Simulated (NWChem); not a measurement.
Isomers of C2H4ClNOSi, each optimised at B3LYP/6-31G* with NWChem, gas phase unless a solvent is named. Flexible species stand in one conformer each, which need not be the lowest. Pople sets run with spherical d functions. Relative energies count from the lowest isomer at each level and are electronic, without zero-point energy, on those geometries.

A: O=C/N=C/[SiH2]Cl
B: O[Si@@]1(Cl)C=NC1
C: C[Si@@H](Cl)OC#N
D: C(C#N)[Si@@H](O)Cl

Problem. Rank them by relative energy, CAM-B3LYP/def2-TZVP (kcal/mol), lowest first.

Solution. D (0.0), C (15.2), B (24.9), A (57.1)
